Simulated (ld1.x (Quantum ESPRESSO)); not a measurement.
# What the settings do to the TM potential of Ta (Z = 73)

Base potential:

```
Element                 : Ta (Z = 73)
Generator               : ld1.x (Quantum ESPRESSO) 7.5
Type                    : norm-conserving Troullier–Martins (Kleinman–Bylander form)
Functional              : LDA (PZ)
Relativity              : scalar-relativistic
Frozen core             : [Kr] 4d10 4f14
Valence charge          : 13
Reference configuration : 5s2 5p6 5d3 6s2 6p0
Partial waves           : 5s (bound): rc 1.75 bohr; 5d (bound): rc 2.75 bohr; 5p (bound): rc 2.10 bohr
Local potential         : the p channel
Core correction         : none
```

Occupied shells without a wave of their own: 6s. They enter only through the test configuration that unscreens the potential.

Cutoffs, loose and tight: the cutoffs (Ry, on a coarse ladder) from which the occupation-weighted sum of valence levels, in a spherical-Bessel basis at the reference potential, stays within 10 and 1 mRy of its value at 400 Ry. They do not see the model core or the augmentation charge, which bear on the density cutoff. Test errors are all-electron minus pseudo excitation energies from the reference, over the configurations 5s2 5p6 5d3 6s1 6p0; 5s2 5p6 5d3 6s0 6p0; 5s2 5p6 5d2 6s0 6p0; 5s2 5p6 5d4 6s0 6p0; 5s2 5p5 5d3 6s2 6p0; 5s2 5p6 5d3.5 6s1.5 6p0; 5s2 5p6 5d3 6s1 6p1 (two spin-polarised tests are not counted in the largest error). A dash means not determined; rows that change the core or the reference have their own tests.

A true bound ghost makes a file unfit for plane-wave use even where its test errors are small: the radial tests pick states by their node count and pass the ghost by.

```csv
change,outcome,"cutoff, loose","cutoff, tight",bound ghosts,largest test error (meV)
base,generated,50 Ry,70 Ry,none,-248
wave 5d (bound): rc 2.75 bohr becomes 5d (bound): rc 1.88 bohr,generated,50 Ry,70 Ry,none,-248
wave 5d (bound): rc 2.75 bohr becomes 5d (bound): rc 2.16 bohr,generated,50 Ry,70 Ry,none,-248
wave 5d (bound): rc 2.75 bohr becomes 5d (bound): rc 2.64 bohr,generated,50 Ry,70 Ry,none,-248
wave 5d (bound): rc 2.75 bohr becomes 5d (bound): rc 2.90 bohr,generated,50 Ry,70 Ry,none,-248
wave 5d (bound): rc 2.75 bohr becomes 5d (bound): rc 3.38 bohr,generated,50 Ry,70 Ry,none,-284
wave 5d (bound): rc 2.75 bohr becomes 5d (bound): rc 3.66 bohr,generated,50 Ry,70 Ry,none,-372
wave 5d (bound): rc 2.75 bohr becomes 5d (bound): rc 4.14 bohr,generated,50 Ry,70 Ry,d,-502
```

Reading the sweep of the d radius (base included, trends over the rows without a ghost): The loose cutoff stays near 50 Ry. The median size of the test errors (rows with all tests solved) falls from 161.5 meV at 1.88 to 105.4 meV at 3.66 bohr. This runs against the usual rule that a larger radius transfers worse; these runs do not show why. Bound ghosts are found at 4.14 bohr.
